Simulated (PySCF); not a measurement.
SMILES C[Si](C)(C)CCO (C5H14OSi), GFN2-xTB optimised geometry.

```
21

C      2.02    -0.42     0.00
Si     0.11    -0.42     0.00
C     -0.53    -1.33    -1.54
C     -0.53     1.38     0.00
C     -0.48    -1.32     1.59
C     -2.00    -1.40     1.70
O     -2.42    -2.13     2.83
H      2.42     0.11     0.86
H      2.42    -1.43     0.02
H      2.41     0.06    -0.89
H     -0.13    -0.90    -2.45
H     -0.26    -2.38    -1.53
H     -1.62    -1.28    -1.61
H     -1.61     1.41    -0.06
H     -0.23     1.91     0.90
H     -0.14     1.93    -0.85
H     -0.08    -2.33     1.61
H     -0.09    -0.80     2.47
H     -2.43    -0.39     1.73
H     -2.42    -1.93     0.85
H     -2.01    -1.75     3.62
```

Density from PBE/def2-SVP (PySCF) at that geometry.

Minimum of the electron density along straight lines between bonded atoms, close to the bond critical point (lines longer than 1.1 times the sum of covalent radii, or with two minima, are not listed):

```csv
bond,length / Å,ρ at the minimum / e bohr⁻³,∇²ρ there / e bohr⁻⁵,position (fraction from the first atom)
C1–Si2,1.908,0.109,0.31,0.62
Si2–C3,1.907,0.109,0.31,0.38
Si2–C4,1.909,0.108,0.31,0.38
Si2–C5,1.915,0.108,0.29,0.38
C5–C6,1.523,[?],-0.53,0.50
C6–O7,1.411,0.260,[?],0.35
C1–H8,1.086,0.269,-0.95,0.63
C1–H9,1.086,0.270,-0.95,0.63
C1–H10,1.085,0.270,-0.95,0.63
C3–H11,1.086,0.269,-0.95,0.63
C3–H12,1.086,0.269,-0.95,0.63
C3–H13,1.086,0.270,-0.95,0.63
C4–H14,1.086,0.270,-0.95,0.63
C4–H15,1.086,0.269,-0.94,0.63
C4–H16,1.086,0.269,-0.95,0.63
C5–H17,1.091,0.269,-0.94,0.63
C5–H18,1.093,0.266,-0.90,0.62
C6–H19,1.100,0.276,-0.99,0.63
C6–H20,1.091,0.282,-1.06,0.63
O7–H21,0.964,[?],-2.12,0.81
```

### Question
Some entries are withheld; supply them.

### Answer

- C5–C6, ρ at the minimum / e bohr⁻³: 0.244
- C6–O7, ∇²ρ there / e bohr⁻⁵: -0.49
- O7–H21, ρ at the minimum / e bohr⁻³: 0.357
